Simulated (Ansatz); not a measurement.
cyclo-(H2SiSe)2 (Si₂H₄Se₂). Charge 0, multiplicity 1. Geometry PBE0-D4/def2-SVP, basis def2-TZVP, Ansatz.

```json
{"run": "A", "HOMO (eV)": "-7.28", "LUMO (eV)": "-1.25"}
{"run": "B", "HOMO (eV)": "-6.89", "LUMO (eV)": "-1.63"}
{"run": "C", "HOMO (eV)": "-6.54", "LUMO (eV)": "-1.90"}
{"run": "D", "HOMO (eV)": "-6.44", "LUMO (eV)": "-1.81"}
{"run": "E", "HOMO (eV)": "-9.76", "LUMO (eV)": "1.85"}
{"run": "F", "HOMO (eV)": "-9.54", "LUMO (eV)": "0.76"}
```

HSE06 is defined as in plane-wave codes, on full-range PBE exchange.

Q: The runs used B97M-V, HF, HSE06, PBE0, r2SCAN, ωB97X-V. Estimate which is which.

A: A PBE0 (25 % exact exchange); B HSE06 (range-separated); C B97M-V (0 % exact exchange); D r2SCAN (0 % exact exchange); E HF (100 % exact exchange); F ωB97X-V (range-separated). Exact exchange lowers occupied and raises empty levels; among semilocal functionals meta-GGAs tend to open the gap a little, and such runs are hard to tell apart. The gap grows from 4.63 eV (r2SCAN) to 11.60 eV (HF).
